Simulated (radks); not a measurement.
Question: The nickel ion Ni+, 27 electrons, occupied as [Ar] 3d8.5 4s0.5 (fractional occupations, a model configuration). All-electron calculation, scalar-relativistic Kohn-Sham, r2SCAN, spin-unpolarised, spherical densities, finite nucleus; meta-GGA in the generalised Kohn-Sham scheme; Fermi nuclear charge, rms radius 3.7757 fm. Program: a radial shooting solver on a logarithmic mesh with Libxc functionals. Some entries of the table are withheld. Estimate them.

orbital  occ.  eigenvalue (eV)  <1/r> (bohr^-1)
1s          2        -8244.732            28.09
2s          2              (1)              (2)
2p          6              (3)            5.959
3s          2        -120.7802            1.911
3p          6              (4)            1.759
3d        8.5         -15.3788              (5)
4s        0.5         -11.9480              (6)

Answer: 
(1) 2s eigenvalue (eV): -997.3694
(2) 2s <1/r> (bohr^-1): 6.088
(3) 2p eigenvalue (eV): -857.1805
(4) 3p eigenvalue (eV): -79.7206
(5) 3d <1/r> (bohr^-1): 1.341
(6) 4s <1/r> (bohr^-1): 0.4933
